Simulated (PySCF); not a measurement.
C3H4N2OSi.
SMILES with atom numbers: `[N:1]#[C:2][CH:3]([C:4]#[N:5])[O:6][SiH3:7]` (hydrogens: H8 on C3; H9, H10, H11 on Si7)

Computed by this run: PBE0-D3(BJ)/def2-SVP geometry optimisation, gas phase (PySCF); density fitting, grid level 1; the optimiser is geomeTRIC in internal coordinates, started from a GFN2-xTB structure with every atom displaced at random (about 0.01 Å).

Step 0: E = -16057.6460 eV
```
atom  x, y, z in Å  |  force x, y, z in eV/Å
N1     -1.2582    2.1832    0.9769   -0.704   4.935   1.584
C2     -1.1027    1.1258    0.6442    0.639  -4.190  -1.260
C3     -0.8478   -0.2394    0.2013    2.379   0.221   0.558
C4     -1.9800   -0.7168   -0.4984   -3.916  -1.729  -2.220
N5     -2.9323   -1.1024   -1.0707    2.087   0.795   1.229
O6      0.2794   -0.3129   -0.6274   -1.762  -0.137  -0.048
Si7     1.8649   -0.0633   -0.2541    0.042   0.093   0.642
H8     -0.6758   -0.8527    1.1097   -0.245  -0.074   0.055
H9      2.3980   -0.3889   -1.5362    0.982  -0.172  -0.919
H10     2.2399   -0.9702    0.8409    0.259  -0.328   0.292
H11     2.0525    1.3127    0.1992    0.239   0.586   0.087
```

Step 1: E = -16057.9497 eV
```
atom  x, y, z in Å  |  force x, y, z in eV/Å
N1     -1.2381    2.2767    1.0629    0.048  -0.223  -0.044
C2     -1.1132    1.1865    0.6946   -0.154   0.438   0.057
C3     -0.8805   -0.1896    0.2299    0.273  -0.269  -0.252
C4     -2.0372   -0.7290   -0.5118    0.141  -0.115   0.129
N5     -2.8351   -1.2713   -1.1457   -0.219   0.080   0.015
O6      0.2141   -0.2891   -0.6158   -0.135   0.110   0.038
Si7     1.8527   -0.0806   -0.2787   -0.239  -0.037   0.147
H8     -0.7477   -0.8129    1.1385   -0.095  -0.036   0.019
H9      2.4776   -0.3987   -1.5701    0.245  -0.021  -0.158
H10     2.2401   -1.0231    0.8047    0.069  -0.097   0.058
H11     2.1054    1.3062    0.1769    0.065   0.170  -0.008
```

Step 2: E = -16057.9802 eV
```
atom  x, y, z in Å  |  force x, y, z in eV/Å
N1     -1.2116    2.2519    1.0570    0.021  -0.037   0.004
C2     -1.0976    1.1670    0.6749   -0.085   0.107  -0.007
C3     -0.8718   -0.2124    0.1970    0.149  -0.035  -0.004
C4     -2.0652   -0.7319   -0.4996    0.178  -0.128  -0.111
N5     -2.9238   -1.2350   -1.0864   -0.092   0.105   0.090
O6      0.2214   -0.3005   -0.6497   -0.163  -0.003  -0.025
Si7     1.8527   -0.0705   -0.2755   -0.018   0.018   0.105
H8     -0.7441   -0.8395    1.1045   -0.002  -0.018   0.006
H9      2.5623   -0.3821   -1.5385    0.026   0.005   0.008
H10     2.2324   -1.0039    0.8278   -0.009  -0.016  -0.023
H11     2.0832    1.3320    0.1741   -0.004   0.002  -0.042
```

**Question.** Estimate the geometry and energy of step 3. (The exact step hangs on the optimiser's Hessian estimate; all steps are aligned on step 2, rigid shifts and turns removed.)

**Answer.** E = -16057.9908 eV, largest force 0.171 eV/Å
```
atom  x, y, z in Å  |  force x, y, z in eV/Å
N1     -1.1915    2.2291    1.0577    0.002   0.055   0.022
C2     -1.0830    1.1488    0.6631   -0.020  -0.080  -0.011
C3     -0.8561   -0.2313    0.1745   -0.044   0.072   0.136
C4     -2.0682   -0.7343   -0.4978    0.070  -0.094  -0.125
N5     -2.9795   -1.1918   -1.0407   -0.027   0.055   0.057
O6      0.2249   -0.3112   -0.6803   -0.009  -0.031  -0.116
Si7     1.8460   -0.0613   -0.2712    0.106   0.032   0.036
H8     -0.7223   -0.8658    1.0771    0.017   0.014   0.007
H9      2.6102   -0.3787   -1.5043   -0.050   0.001   0.033
H10     2.2050   -0.9817    0.8511   -0.029   0.013  -0.019
H11     2.0523    1.3533    0.1562   -0.017  -0.037  -0.019
```

The energy changes by -0.0106 eV. The first-order estimate −F·Δx gives -0.0177 eV and the mean of the old and new forces, exact on a quadratic surface, -0.0109 eV. The step makes an angle of 73° with the force vector and moves no atom by more than 0.084 Å.

What follows is the cost of the whole optimisation. Hardware: one thread, Arm Neoverse V1 (aarch64), shared host with 32 logical CPUs at a one-minute load of 39. Cost: 72 s, 0.50 GiB resident at most.
